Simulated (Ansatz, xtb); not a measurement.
# Relative energy of two conformers of ClFH2NOSi

Structure a: `[NH][Si@](O)(F)Cl`, a doublet. Structure b: `[NH][Si@](O)(F)Cl`, a doublet. Both are isolated molecules in the gas phase, relaxed with PBE-D3(BJ)/def2-SVP.

a (Å):

```xyz
7

Cl    0.1607   -1.6987   -0.8520
F    -1.6190    0.2668   -2.2171
N    -1.4557    0.8295    0.4174
O     0.7238    1.2057   -1.2286
Si   -0.5799    0.2168   -0.9662
H    -1.5224    0.1663    1.2122
H     0.5155    2.1574   -1.1856
```

b (Å):

```csv
atom,x (Å),y (Å),z (Å)
Cl,0.4842,-1.4749,-0.8885
F,-1.8369,0.1094,-1.9049
N,-0.9525,0.5825,0.7790
O,0.2879,1.5636,-1.5195
Si,-0.5758,0.2991,-0.8987
H,-1.8817,0.2285,1.0756
H,0.9266,1.9608,-0.9012
```

Question: Estimate which is lower in electronic energy at CCSD(T)/def2-SVP + ΔMP2/def2-TZVPP, and by roughly how much.

Answer: Too close to call at this level: CCSD(T)/def2-SVP + ΔMP2/def2-TZVPP gives E(b) − E(a) = −2.08 kJ/mol.

The same difference at several levels:

```json
{"level": "PBE-D3(BJ)/def2-SVP", "geometry": "PBE-D3(BJ)/def2-SVP", "E(b) − E(a) (kJ/mol)": "−1.92", "departure from the last row (kJ/mol)": "+0.16", "job, with rough time for the two": "optimisation, 3.5 min"}
{"level": "HF/def2-SVP", "geometry": "PBE-D3(BJ)/def2-SVP", "E(b) − E(a) (kJ/mol)": "−0.96", "departure from the last row (kJ/mol)": "+1.11", "job, with rough time for the two": "part of the CCSD(T) run"}
{"level": "MP2/def2-SVP", "geometry": "PBE-D3(BJ)/def2-SVP", "E(b) − E(a) (kJ/mol)": "−0.80", "departure from the last row (kJ/mol)": "+1.28", "job, with rough time for the two": "part of the CCSD(T) run"}
{"level": "CCSD(T)/def2-SVP", "geometry": "PBE-D3(BJ)/def2-SVP", "E(b) − E(a) (kJ/mol)": "−0.72", "departure from the last row (kJ/mol)": "+1.35", "job, with rough time for the two": "single point"}
{"level": "CCSD(T)/def2-SVP + ΔMP2/def2-TZVPP", "geometry": "PBE-D3(BJ)/def2-SVP", "E(b) − E(a) (kJ/mol)": "−2.08", "departure from the last row (kJ/mol)": "", "job, with rough time for the two": "single point, 92 s"}
```

The largest departure from CCSD(T)/def2-SVP + ΔMP2/def2-TZVPP is that of CCSD(T)/def2-SVP, 1.35 kJ/mol. Levels run at GFN2-xTB geometries aren't shown. The last row adds to CCSD(T) the change of the MP2 difference between the two basis sets, here −1.35 kJ/mol.

With harmonic frequencies from PBE-D3(BJ)/def2-SVP (ideal gas, rigid rotor, one conformer each, 298.15 K, 1 atm): the zero-point term adds +0.19 kJ/mol; ΔH is −1.98 and ΔG −1.47 kJ/mol.

Open shells are spin-unrestricted. The correlated steps freeze 13 core orbitals. Run with Ansatz 0.2.0; the last row on 2 threads of Arm Neoverse N1 on a shared host.
